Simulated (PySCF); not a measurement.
**Question.** Write Cartesian coordinates for `O=S(=O)(C(C)C)O` as optimised with PBE0-D3(BJ)/def2-SVP.

**Answer.** 
```xyz
15
C3H8O3S angstrom
C      0.568    1.420   -0.363
C      0.345    0.033    0.211
C      1.304   -1.019   -0.327
S     -1.328   -0.524   -0.155
O     -1.588   -1.773    0.546
O     -1.565   -0.386   -1.576
O     -2.215    0.617    0.604
H      1.584    1.760   -0.113
H      0.464    1.401   -1.458
H     -0.152    2.144    0.043
H      0.369    0.048    1.313
H      1.227   -1.085   -1.422
H      1.092   -2.008    0.101
H      2.336   -0.738   -0.068
H     -2.687    0.159    1.317
```

Orientation and origin are arbitrary. Atoms count from 1 in this order. Of the pairs four or more bonds apart, O7···H10 is among the closest relative to their van der Waals radii: 2.63 Å, 97 % of the sum of Bondi's values. The 3 O–S bonds span 1.447 Å (S4=O6, drawn double) to 1.631 Å (S4–O7, drawn single), a spread of 0.184 Å. S4 (sulfonyl sulfur) is distorted tetrahedral (angles from 101.2° to 121.6°). O7 (hydroxyl oxygen) is bent (angle 106.1°).

Bonds between heavy atoms (Å): C1–C2 1.517, C2–C3 1.521, C2–S4 1.801, S4=O5 1.456, S4=O6 1.447, S4–O7 1.631.

Method: PBE0-D3(BJ)/def2-SVP geometry optimisation, gas phase in PySCF.

Point group: C1 (no symmetry element, even within 0.4 Å). Not checked by PBE0-D3(BJ)/def2-SVP frequencies. The numbers are those of one conformer (C1–C2–S4–O5 -173°, C2–S4–O7–H -115°).
